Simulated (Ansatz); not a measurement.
Consider the formal exchange of groups at a B–C bond: `OCB(F)O[SiH3]` + CH₄ → `CB(F)O[SiH3]` + CH₃OH.

Calculated with Ansatz (gas phase, PBE0-D4/def2-TZVP geometries, no zero-point term in ΔE). CCSD(T)/CBS adds triple-zeta CCSD(T) − MP2 to the extrapolated MP2 energy (def2 sets, frozen cores). This one scheme is used for every species. DFT in def2-TZVPP. B3LYP here is the variant with VWN-RPA as its local correlation; programs differ in this. One conformer a species, not always the lowest.

```json
{"species": "`OCB(F)O[SiH3]`", "B3LYP-D4 energy (Eh)": "-606.68840"}
{"species": "CH₄", "B3LYP-D4 energy (Eh)": "-40.54051"}
{"species": "`CB(F)O[SiH3]`", "B3LYP-D4 energy (Eh)": "-531.44569"}
{"species": "CH₃OH", "B3LYP-D4 energy (Eh)": "-115.78095"}
```

Question: Work out ΔE.

Answer: ΔE = (-531.44569) + (-115.78095) − (-606.68840) − (-40.54051) = 0.00227 Eh = +1.4 kcal/mol. CCSD(T)/CBS gives +0.7 kcal/mol.

Largest T1 diagnostic among the species: 0.012.

In def2-TZVPP, CCSD(T) changes the Hartree–Fock value by +1.4 kcal/mol (the triples alone add +0.2 kcal/mol) and MP2 by +1.4 kcal/mol. The D4 term adds +1.3 kcal/mol with B3LYP and +0.7 kcal/mol with PBE0; it sums over pairs of atoms, weighted by their polarisabilities, and B3LYP, whose exchange is more repulsive, gets the larger term.
